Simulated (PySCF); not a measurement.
Job file and geometry (Å, from GFN2-xTB) of an NMR shielding run on `C1(CBNB)CCC1`, C5H13B2N, PySCF, GIAO PBE0/pcSseg-1 NMR shielding, non-relativistic, gas phase; density fitting, a coarse starting grid and PySCF grid level 2 are the driver's defaults:

```
$ OMP_NUM_THREADS=1 python probes_run.py task.json out

{"job": {"kind": "nmr", "xc": "PBE0", "basis": "pcSseg-1"}, "charge": 0, "multiplicity": 1}
B      4.043305     0.140437    -0.351633
N      2.816820    -0.267281     0.204027
B      1.541941    -0.307300    -0.404878
C      0.275791    -0.788665     0.422934
C     -0.829609     0.266716     0.468016
C     -2.167777    -0.145568     1.114023
C     -2.913636     0.449293    -0.089221
C     -1.580033     0.561127    -0.843026
H      4.071234     0.496542    -1.464394
H      5.010792     0.116810     0.310179
H      2.846074    -0.565514     1.171769
H      1.443398     0.030355    -1.520808
H      0.528466    -1.058077     1.453315
H     -0.144018    -1.687147    -0.039829
H     -0.439009     1.182672     0.917628
H     -2.280181    -1.226240     1.185795
H     -2.390242     0.295652     2.083999
H     -3.358232     1.418704     0.128029
H     -3.668418    -0.188460    -0.545201
H     -1.370783     1.520074    -1.311525
H     -1.444801    -0.227189    -1.580266
```

Q: Write the output of this run.

A: 
```
coarse grid: 16728 points
cycle   1  E = -302.3158485534  dE =  7.926e-01  |g| = 4.748e-01  |ddm| = 3.902e+00
cycle   2  E = -302.3030875337  dE =  1.276e-02  |g| = 5.507e-01  |ddm| = 8.886e-01
cycle   3  E = -302.3768707275  dE = -7.378e-02  |g| = 6.174e-02  |ddm| = 4.880e-01
cycle   4  E = -302.3776229397  dE = -7.522e-04  |g| = 2.538e-02  |ddm| = 5.997e-02
cycle   5  E = -302.3777543409  dE = -1.314e-04  |g| = 7.572e-03  |ddm| = 1.912e-02
cycle   6  E = -302.3777666617  dE = -1.232e-05  |g| = 1.804e-03  |ddm| = 7.508e-03
cycle   7  E = -302.3777674236  dE = -7.618e-07  |g| = 4.519e-04  |ddm| = 1.722e-03
final grid: 159288 points
cycle   8  E = -302.4233079479  dE = -6.134e-05  |g| = 1.004e-02  |ddm| = 3.541e-02
cycle   9  E = -302.4232950909  dE =  1.286e-05  |g| = 1.268e-02  |ddm| = 1.900e-02
cycle  10  E = -302.4233334448  dE = -3.835e-05  |g| = 1.015e-03  |ddm| = 1.014e-02
cycle  11  E = -302.4233336708  dE = -2.261e-07  |g| = 2.856e-04  |ddm| = 8.163e-04
cycle  12  E = -302.4233336871  dE = -1.620e-08  |g| = 8.252e-05  |ddm| = 2.558e-04
cycle  13  E = -302.4233336887  dE = -1.624e-09  |g| = 2.517e-05  |ddm| = 9.298e-05
cycle  14  E = -302.4233336888  dE = -1.381e-10  |g| = 5.159e-06  |ddm| = 2.072e-05
converged SCF energy = -302.4233336888

GIAO shielding tensors (ppm)
atom      isotropic    diamagn.    paramagn.     s11        s22        s33       span
  0 B       49.489     192.490    -143.001      5.935     25.037    117.494    111.559
  1 N       72.551     321.882    -249.331    -86.388     80.686    223.354    309.742
  2 B       45.947     195.233    -149.287     -7.332     34.261    110.911    118.242
  3 C      146.553     251.587    -105.035    130.711    145.615    163.332     32.621
  4 C      154.584     246.389     -91.805    138.513    158.344    166.895     28.382
  5 C      153.967     250.548     -96.581    136.859    144.412    180.630     43.770
  6 C      169.406     254.051     -84.645    159.102    167.065    182.051     22.948
  7 C      156.986     248.121     -91.135    143.270    148.821    178.868     35.599
  8 H       26.235      29.534      -3.299     23.554     26.848     28.303      4.748
  9 H       26.220      27.671      -1.451     24.348     26.790     27.521      3.173
 10 H       24.314      32.239      -7.925     21.214     24.227     27.500      6.286
 11 H       26.072      32.786      -6.715     22.602     25.567     30.046      7.443
 12 H       30.658      34.121      -3.462     27.211     29.104     35.661      8.450
 13 H       30.497      33.273      -2.776     27.479     30.445     33.567      6.088
 14 H       29.480      33.714      -4.234     25.718     30.046     32.677      6.959
 15 H       29.961      31.687      -1.727     27.115     28.946     33.822      6.707
 16 H       29.389      30.741      -1.351     26.098     26.889     35.181      9.083
 17 H       29.702      30.253      -0.552     26.678     27.104     35.323      8.645
 18 H       29.778      29.567       0.211     26.144     26.728     36.462     10.317
 19 H       29.423      31.568      -2.144     25.807     27.259     35.204      9.397
 20 H       29.722      32.269      -2.547     26.730     28.752     33.685      6.955
```

Size and cost of the density-fitted run: 201 basis functions, 34 s wall time on 1 thread of an Arm Neoverse V2, shared host; peak memory 0.89 GiB.
